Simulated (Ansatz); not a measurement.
## Cost against result

The pair of HBr (SMILES Br, atoms 1–2) and HCN (SMILES C#N, atoms 3–5), both closed shells, in one local arrangement (a lower one may exist), relaxed at PBE0-D4/def2-TZVP:

Br1  (-0.323, -0.004, -3.040)
H2  (-0.189, -0.001, -1.613)
C3  (0.174, 0.002, 1.576)
N4  (0.029, 0.002, 0.441)
H5  (0.309, 0.002, 2.636)
(Å)

Interaction energies are counterpoise-corrected; the time is that of the whole pair.

Program: Ansatz 0.2.0. Basis: as named in each row. Cores are frozen in the correlated methods. Filled d shells of the heavier atoms are correlated. The def2 sets are not built for correlating such inner shells, so the correlated values are less sure here. B3LYP uses VWN-RPA correlation. Extrapolation: Hartree–Fock as exp(−7.88 √X), correlation as X^−2.97.

Times are rough, for one single point on 2 threads of a shared host (Intel Xeon Platinum 8259CL).

The estimate by CCSD(T) at an estimated basis limit (MP2 extrapolated from triple and quadruple zeta, plus CCSD(T) − MP2 in triple zeta) is -0.173 eV.

| method | basis | time (s) | interaction energy (eV) | method less estimate |
| --- | --- | --- | --- | --- |
| HF | STO-3G | under 1 | -0.038 | 0.136 |
| PBE-D4 | STO-3G | under 1 | -0.172 | 0.002 |
| SPW92 | def2-SVP | under 1 | -0.297 | -0.123 |
| PBE-D4 | def2-SVP | under 1 | -0.204 | -0.031 |
| B3LYP-D4 | 6-31G | 1 | -0.228 | -0.055 |
| PBE0-D4 | def2-SVP | 1 | -0.200 | -0.027 |
| PBE-D4 | def2-TZVPPD | 2 | -0.198 | -0.024 |
| revPBE-D4 | def2-TZVPPD | 2 | -0.168 | 0.005 |
| CCSD(T) | def2-SVP | 2 | -0.120 | 0.054 |
| BLYP-D4 | def2-TZVPPD | 2 | -0.171 | 0.002 |
| PBE0-D4 | def2-TZVPPD | 2 | -0.189 | -0.015 |
| B3LYP-D4 | def2-TZVPPD | 3 | -0.176 | -0.003 |
| r2SCAN-D4 | def2-TZVPPD | 3 | -0.172 | 0.001 |
| HSE06-D4 | def2-TZVPPD | 3 | -0.189 | -0.016 |
| wB97M-V | def2-SVP | 3 | -0.172 | 0.001 |
| B2PLYP | def2-TZVPPD | 5 | -0.156 | 0.017 |
| wB97X-V | def2-TZVPPD | 7 | -0.166 | 0.008 |
| B97M-V | def2-TZVPPD | 8 | -0.167 | 0.007 |
| wB97M-V | def2-TZVPPD | 8 | -0.161 | 0.012 |
| MP2 | def2-QZVPPD | 16 | -0.197 | -0.024 |
| CCSD(T) | def2-TZVPPD | 20 | -0.152 | 0.021 |

The T1 diagnostic stays at or below 0.015.
